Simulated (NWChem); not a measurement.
Program: NWChem. System: C₄H₇, charge 0, spin multiplicity 2, at a geometry optimised with UPBE/def2-SVP. The structure started from a generated list of species. Its SCF solution wasn't tested for a lower state. Level: G0W0@UPBE/def2-TZVP, RI basis def2-tzvp-rifit.

Part of the output:

```
             Northwest Computational Chemistry Package (NWChem) 7.3.0
             --------------------------------------------------------

                                NWChem Input Module
                                -------------------

 Scaling coordinates for geometry "geometry" by  1.889725989
 (inverse scale =  0.529177249)

 Turning off AUTOSYM since
 SYMMETRY directive was detected!

                             Geometry "geometry" -> ""
                             -------------------------

 Output coordinates in angstroms (scale by  1.889725989 to convert to a.u.)

  No.       Tag          Charge          X              Y              Z
 ---- ---------------- ---------- -------------- -------------- --------------
    1 C                    6.0000    -1.39025300    -0.59987200     0.00000000
    2 C                    6.0000    -0.17941800    -0.05060300     0.00000000
    3 C                    6.0000     0.02844500     1.44856000     0.00000000
    4 C                    6.0000     1.08286700    -0.89711300     0.00000000
    5 H                    1.0000    -1.81674800    -1.61249400     0.00000000
    6 H                    1.0000    -0.93218200     1.99660200     0.00000000
    7 H                    1.0000     0.61343300     1.76332000     0.89145500
    8 H                    1.0000     0.61343300     1.76332000    -0.89145500
    9 H                    1.0000     0.86298800    -1.98174800     0.00000000
   10 H                    1.0000     1.70461300    -0.66741700    -0.89271800
   11 H                    1.0000     1.70461300    -0.66741700     0.89271800

 Effective nuclear repulsion energy (a.u.)     110.9530390547

            Nuclear Dipole moment (a.u.)
            ----------------------------
        X                 Y               Z
 ---------------- ---------------- ----------------
    -0.0000075589    -0.0000037795     0.0000000000

      Symmetry information
      --------------------

 Group name             Cs
 Group number              2
 Group order               2
 No. of unique centers     9

      Symmetry unique atoms

     1    2    3    4    5    6    7    9   10


 Summary of "ao basis" -> "" (spherical)
 ------------------------------------------------------------------------------
       Tag                 Description            Shells   Functions and Types
 ---------------- ------------------------------  ------  ---------------------
 *                         def2-tzvp                  on all atoms
[...]
     Expectation value of S2:
     --------------------------
      <S2> =      0.7587 (Exact =     0.7500)

 center of mass
 --------------
 x =  -0.09365906 y =  -0.02023498 z =   0.00000000

 moments of inertia (a.u.)
 ------------------
         214.798376803680           6.554415697751           0.000000000000
           6.554415697751         186.773489748640           0.000000000000
           0.000000000000           0.000000000000         378.658603667526

     Multipole analysis of the density
     ---------------------------------

     L   x y z        total         alpha         beta         nuclear
     -   - - -        -----         -----         ----         -------
     0   0 0 0     -0.000000    -16.000000    -15.000000     31.000000

     1   1 0 0      0.423344      1.673951     -1.250600     -0.000008
     1   0 1 0     -0.072423      0.383173     -0.455592     -0.000004
     1   0 0 1     -0.000000     -0.000000      0.000000      0.000000

     2   2 0 0    -20.345060    -69.825513    -58.753942    108.234394
     2   1 1 0      0.618991      1.674163      3.505524     -4.560695
     2   1 0 1     -0.000000     -0.000000     -0.000000      0.000000
     2   0 2 0    -18.207492    -76.731055    -74.379440    132.903003
     2   0 1 1     -0.000000     -0.000000     -0.000000      0.000000
     2   0 0 2    -20.519830    -16.315337    -15.572172     11.367679

 Task  times  cpu:       66.4s     wall:       66.4s

                                NWChem Input Module
                                -------------------

                                 NWChem GW Module
                                 ----------------

                             ***********************
                             ***        GW       ***
                             ***********************

 Summary of "ri basis" -> "ri basis" (spherical)
 ------------------------------------------------------------------------------
       Tag                 Description            Shells   Functions and Types
 ---------------- ------------------------------  ------  ---------------------
 C                      def2-tzvp-rifit             22       76   8s6p4d3f1g
 H                      def2-tzvp-rifit              7       15   4s2p1d

                 Memory Information
                 ------------------
          Available GA per process is          1699.6 MBs
          Available stack per process is        700.0 MBs
          Available heap per process is           0.0 MBs

          Peak memory in Initialization
              Peak GA per process is                 19.8 MBs
              Peak stack per process is               0.3 MBs
              Peak heap per process is               20.0 MBs
              Memory not in MA per process            0.0 MBs

          Peak memory in CDGW Calculation
              Peak GA per process is                 22.3 MBs
              Peak stack per process is               2.6 MBs
              Peak heap per process is                4.5 MBs
              Memory not in MA per process            0.0 MBs

          Computing 2-center integrals
          Computing Inverse Cholesky factor
          Computing 3-center integrals
          Computing Vxc

          Computing Sigma_x
          Computing W(iw) on the imaginary grid
          Solving quasiparticle equations

                  Alpha Orbitals
          State     Energy (eV)     Error (eV)
          -----------------------------------
@GW        13        -12.591           0.003
@GW        14        -12.103           0.002
@GW        15         -9.238           0.002
@GW        16         -8.140           0.002
@GW        17          2.283           0.002
@GW        18          2.760           0.005

                   Beta Orbitals
          State     Energy (eV)     Error (eV)
          -----------------------------------
@GW        12        -12.950           0.002
@GW        13        -12.413           0.002
@GW        14        -12.051           0.003
@GW        15         -8.946           0.003
@GW        16         -0.320           0.004
@GW        17          2.707           0.004

     GW Timing Statistics
   ------------------------
   Init.   :          0.1s
     ERIs  :          4.0s
     Distr.:          0.1s
     Vxc   :          1.8s
   Vmo     :          0.0s
   iW      :         10.2s
   I_n     :          0.0s
   R_n     :          6.5s
   GW total:         22.7s

 Task  times  cpu:       22.7s     wall:       22.7s

 Total times  cpu:       89.1s     wall:       89.1s
```

Q: Write an NWChem input that would produce this output.

A: Several could match; the one computed here: 
```
start mol
memory heap 200 mb stack 700 mb global 1700 mb
geometry units angstroms nocenter noautoz
  C     -1.390253    -0.599872     0.000000
  C     -0.179418    -0.050603     0.000000
  C      0.028445     1.448560     0.000000
  C      1.082867    -0.897113     0.000000
  H     -1.816748    -1.612494     0.000000
  H     -0.932182     1.996602     0.000000
  H      0.613433     1.763320     0.891455
  H      0.613433     1.763320    -0.891455
  H      0.862988    -1.981748     0.000000
  H      1.704613    -0.667417    -0.892718
  H      1.704613    -0.667417     0.892718
  symmetry group Cs
end
basis spherical
  * library def2-tzvp
end
basis "ri basis" bse spherical
  * library def2-tzvp-rifit
end
dft
  xc xpbe96 cpbe96
  odft
  mult 2
  iterations 100
  direct
  tolerances tight
end
task dft energy
gw
  method cdgw
  states alpha occ 4 vir 2
  states beta occ 4 vir 2
end
task dft gw
```
